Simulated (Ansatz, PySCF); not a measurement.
Process, species as SMILES: OB(O)Cl [chloroboronic acid] -> O[B]O + Cl atom (the B-Cl bond at the site shown breaks; other sites are not compared here)
Structures are relaxed separately at B3LYP-D3(BJ)/def2-TZVP in Ansatz (a program for electronic structure), one conformer each, not searched for the lowest. Frequencies are from Ansatz or PySCF.

Property: bond dissociation energy (enthalpy at 298 K, with B3LYP-D3(BJ) rigid-rotor harmonic-oscillator terms), in kJ/mol. Cores are frozen in the correlated levels unless marked. UHF or UKS for open shells. No spin-orbit coupling. Non-relativistic. Basis-set limits of correlation are two-point, X^-3; Hartree-Fock from the larger set. [CCSD(T)-MP2]/basis is that difference in the basis named.

| level | program | bond dissociation energy (kJ/mol) |
|---|---|---|
| HF-D3(BJ)/def2-TZVPD | PySCF + dftd3 | 416.3 |
| SVWN5/def2-TZVPD | Ansatz | 571.6 |
| PBE-D4/def2-TZVPD | Ansatz + dftd4 | 507.2 |
| BLYP-D4/def2-TZVPD | Ansatz + dftd4 | 486.3 |
| r2SCAN-D4/def2-TZVPD | Ansatz + dftd4 | 501.2 |
| B97M-V/def2-TZVPD | Ansatz | 523.5 |
| PBE0/def2-TZVP | Ansatz | 503.7 |
| BHLYP-D3(BJ)/def2-TZVPD | Ansatz + dftd3 | 490.0 |
| r2SCANh-D4/def2-TZVPD | Ansatz + dftd4 | 499.7 |
| RPA@PBE/cc-pV(T+d)Z | Ansatz | 471.8 |
| MP2/STO-3G | Ansatz | 499.7 |
| SCS-MP2/cc-pV(D+d)Z | Ansatz | 499.4 |
| CCSD/cc-pwCVTZ | Ansatz | 495.4 |
| RI-MP2/CBS(aug-cc-pV(T+d)Z,aug-cc-pV(Q+d)Z)+[CCSD(T)-MP2]/aug-cc-pV(D+d)Z | Ansatz | 521.1 |
| RI-MP2/CBS(aug-cc-pV(T+d)Z,aug-cc-pV(Q+d)Z)+[CCSD(T)-MP2]/aug-cc-pV(T+d)Z | Ansatz | 518.7 |
